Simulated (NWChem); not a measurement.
System: HSeOBr; SMILES [Se](O)Br

Here is an NWChem input.

```
start job
memory heap 200 mb stack 900 mb global 1100 mb
geometry units angstroms noautoz
  Se     0.372527     0.945551    -0.010532
  Br    -0.038874    -1.352371     0.003007
  O     -1.272509     1.625167     0.087837
  H     -1.628446     1.655625    -0.811731
end
basis spherical
  * library def2-svpd
end
dft
  xc xpbe96 cpbe96
  iterations 150
end
tddft
  cis
  nroots 6
  notriplet
end
task tddft energy
```

Coordinates come from a PBE0/def2-SVP optimisation.

Vertical excitations in the gas phase.

Question: Give the results of this calculation. (PBE/def2-SVPD, TDA.) Quantities: lowest excitation, singlet (eV); oscillator strength of that lowest state; orbital gap (eV).

Answer: The lowest excitation, singlet (eV) is 2.63 and the oscillator strength of that lowest state is 0.001. The orbital gap (eV) comes out as 2.25.
